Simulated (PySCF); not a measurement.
Compound: H14NPSi5.
Bonds: Si1–N2, N2–Si3, N2–Si4, Si4–P5, P5–Si6, P5–Si7. Hydrogens: H8, H9, H10 on Si1; H11, H12, H13 on Si3; H14, H15 on Si4; H16, H17, H18 on Si6; H19, H20, H21 on Si7.

Theory: core-valence-separated Tamm–Dancoff BHandHLYP/aug-pcX-1 (pcseg-1 on H, def2-SVPD on Si, def2-SVPD on P) in PySCF, non-relativistic, gas phase, PBE0-D3(BJ)/def2-SVP geometry. Absolute energies from this functional tend to lie a few eV below measured edges; no shift was applied.

(1) List the nitrogen K-edge absorption lines.

## Answers

(1) 
```tsv
E (eV)	f	core hole on	main final orbital
398.89	0.0008	N2	LUMO (81 %)
400.16	0.0215	N2	spread
400.20	0.0192	N2	spread
400.32	0.0342	N2	spread (2 roots, f summed)
400.57	0.0072	N2	spread
400.88	0.0047	N2	LUMO+4 (49 %)
```

The first line with a tenth or more of the strongest one's intensity is at 400.16 eV (f = 0.021), with the hole on N2 (nitrogen bridging silicon atoms). The strongest listed is at 400.32 eV (f = 0.034, sum of 2; N2).

Roots within 0.03 eV whose holes lie on the same, on equivalent or on shared atoms are summed into one line, and the highest roots are left out, as the search may have cut off their partners. Final orbitals are the ground state's empty Kohn–Sham orbitals.

Question: What length of transition dipole belongs to the line at 400.16 eV?

Answer: From f = (2/3) ΔE |μ|² in atomic units, with ΔE = 14.706 Eh and f = 0.0215: |μ| = 0.047 au = 0.12 D.

Only the lowest roots of each edge were sought.

The values belong to the conformer `[SiH3:1][N:2]([SiH3:3])[SiH2:4][P:5]([SiH3:6])[SiH3:7]`: Si1–N2–Si4–P5 119°, N2–Si4–P5–Si6 -159°.
